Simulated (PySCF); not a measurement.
Gas-phase reaction: SnS + 2 H₂S = SnH₄ + 3 S, at 500 K and a standard pressure of 1 bar. Level: M06-2X/def2-TZVP†.

Energies from PySCF, thermal terms from the rigid-rotor harmonic-oscillator model, ideal gas at 1 bar. † marks an energy on the PBE0/def2-TZVP geometry and frequencies. Open shells (unrestricted): S (multiplicity 3, electronic degeneracy 9); the rest are closed-shell singlets. Spin-orbit splitting is ignored; it lowers the true energy and changes the entropy of S. Sn: scalar-relativistic def2 core potential, no spin-orbit coupling. The harmonic model lacks anharmonicity and excited electronic states, which grow with temperature; levels with a mode under 35 cm⁻¹ are left out.

| species | E (Ha) | H(500 K) − E (kJ/mol) | S°(500 K) (J/mol/K) |
|---|---|---|---|
| SnS | -612.46061 | 19.4 | 261.5 |
| H₂S | -399.37909 | 57.0 | 224.0 |
| SnH₄ | -216.58034 | 91.5 | 258.6 |
| S | -398.09424 | 10.4 | 181.1 |
E: electronic energy; H − E holds the zero-point and thermal terms. 1 Ha = 2625.5 kJ/mol.

Q: Work out ΔH°, ΔS°, ΔG° and log10 K from these numbers.

A: 1. ΔE = 1×(-216.58034) + 3×(-398.09424) − 1×(-612.46061) − 2×(-399.37909) = 0.35573 Ha = 934.0 kJ.
2. Δ(H − E) = 1×(91.5) + 3×(10.4) − 1×(19.4) − 2×(57.0) = -10.7 kJ, so ΔH° = 923.3 kJ.
3. ΔS° = 1×(258.6) + 3×(181.1) − 1×(261.5) − 2×(224.0) = 92.4 J/K; the number of gas molecules changes by +1.
4. ΔG° = ΔH° − TΔS° = 923.3 − 500×(92.4)/1000 = 877.1 kJ.
5. log10 K = −ΔG°/(RT ln 10) = -91.65, with RT ln 10 = 9.57 kJ/mol; at standard pressures the reactants are favoured.
6. A shift of 10 kJ in ΔE would move log10 K by 1.04 here.
For scale, ΔH°(298 K) is 920 kJ at this level, 917 kJ at ωB97M-V/def2-TZVP†, and runs from 514 to 1094 kJ over the 18 levels computed.
